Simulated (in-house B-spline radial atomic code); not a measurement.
Values are calculated unless marked as measured or tabulated.
N ion on Ga atom: potential, deflection and energy transfer

The pair potential comes from two frozen, spherical free-atom densities (PBE, B-spline radial code, scalar-relativistic past argon): electrostatics plus the change in Thomas-Fermi kinetic and Dirac exchange energy where they overlap, the recipe behind the universal ZBL potential, which averages such potentials (from solid-state densities) over many pairs. It is written V = (Z1 Z2 e²/r) φ(r/a), with e² = 14.3996 eV·Å and a = 0.46850 Å/(Z1^0.23 + Z2^0.23); ZBL's fit is φ = 0.18175 e^(−3.1998x) + 0.50986 e^(−0.94229x) + 0.28022 e^(−0.4029x) + 0.02817 e^(−0.20162x). Where φ falls below 4e-4 it is continued as an exponential.

Masses 14.01 and 69.72 u.

```tsv
x = r/a	φ, this pair	φ, ZBL
0.1	0.8923	0.8928
0.5	0.6256	0.6096
1.5	0.315	0.2995
3	0.1373	0.1292
5	0.05526	0.05224
8	0.01902	0.01705
12	0.004625	0.00474
17	0.0008873	0.001212
```

(1) At x = 6.5 the electrostatic, kinetic and exchange parts are -47.27, 197.81 and -26.58 eV. Find r, V and φ.

(2) The ion comes in at 0.3018 keV with impact parameter 0.6218 Å. The scattering integral gives a centre-of-mass angle of 55.89° and a closest approach of 6.709 a. What are the reduced energy, the energy passed on and the laboratory angles?

Answers

(1) a = 0.46850/(1.5645 + 2.2030) = 0.12435 Å, so r = 0.80830 Å. V = -47.27 + 197.81 + (-26.58) = 123.96 eV. The bare repulsion is 7 × 31 × 14.3996/0.80830 = 3865.8 eV, so φ = 0.0321, +10.1 % against ZBL's 0.0291. The kinetic (Pauli) term is 160 % of V here, as the other two terms together attract.

(2) ε = E a M2/(Z1 Z2 e² (M1 + M2)) = 301.8 × 3.3138e-05 = 0.01. The most that one collision can pass on is γE with γ = 4 M1 M2/(M1 + M2)² = 0.5573. Here T = γE sin²(θ/2) = 0.5573 × 301.8 × 0.2196 = 36.93 eV. The ion turns by arctan(sin θ/(cos θ + M1/M2)) = 47.4°, and the struck atom leaves at (180° − θ)/2 = 62.1°. The closest approach is 0.834 Å. With ZBL the angle would be 53.59° and T = 34.18 eV.
